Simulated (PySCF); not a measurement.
## Electron correlation in K (potassium, neutral)

[Ar] 4p1, 2P determinant (an excited configuration). Calculation: PySCF 2.14, in x2c-TZVPPall with one added diffuse shell each of s, p, d type (7s5p4d, 42 functions); the spin-free X2C one-electron Hamiltonian (Gaussian nucleus). Frozen: [Ne]; 9 electrons correlated.

```csv
level,correlation energy (mhartree)
CCSD,-166.11
(T),-1.85
CCSD(T),-167.96
```

Diagnostics: T1 = 0.013, D1 = 0.0544, largest double amplitude 0.023.

Cost of the coupled-cluster step: roughly 1.3 core-seconds, for 9 correlated electrons.

Iterations:

```
CC2 = 0
CCSD nocc = (np.int64(5), np.int64(4)), nmo = (37, 37)
frozen orbitals [[0, 1, 2, 3, 4], [0, 1, 2, 3, 4]]
max_cycle = 100
direct = 0
conv_tol = 1e-08
conv_tol_normt = 1e-06
diis_space = 8
diis_start_cycle = 0
Init t2, MP2 energy = -0.154456547914275
Init E_corr(UCCSD) = -0.154456547938447
cycle = 1  E_corr(UCCSD) = -0.164345712560406  dE = -0.00988916462  norm(t1,t2) = 0.0280726
cycle = 2  E_corr(UCCSD) = -0.165620283055768  dE = -0.0012745705  norm(t1,t2) = 0.0135976
cycle = 3  E_corr(UCCSD) = -0.166333273119634  dE = -0.000712990064  norm(t1,t2) = 0.00842735
cycle = 4  E_corr(UCCSD) = -0.166114439019536  dE = 0.0002188341  norm(t1,t2) = 0.00163376
cycle = 5  E_corr(UCCSD) = -0.166106593656237  dE = 7.8453633e-06  norm(t1,t2) = 0.000147126
cycle = 6  E_corr(UCCSD) = -0.166108599483112  dE = -2.00582687e-06  norm(t1,t2) = 3.58981e-05
cycle = 7  E_corr(UCCSD) = -0.166108484967109  dE = 1.14516003e-07  norm(t1,t2) = 6.66247e-06
cycle = 8  E_corr(UCCSD) = -0.166108444232749  dE = 4.07343597e-08  norm(t1,t2) = 1.54864e-06
cycle = 9  E_corr(UCCSD) = -0.16610845030942  dE = -6.07667061e-09  norm(t1,t2) = 3.35709e-07
UCCSD converged
E(UCCSD) = -601.5604471578542  E_corr = -0.1661084503094197
UCCSD(T) correction = -0.00185097298792166
```

This basis was not built for core-valence correlation, so the inner-shell part is incomplete.
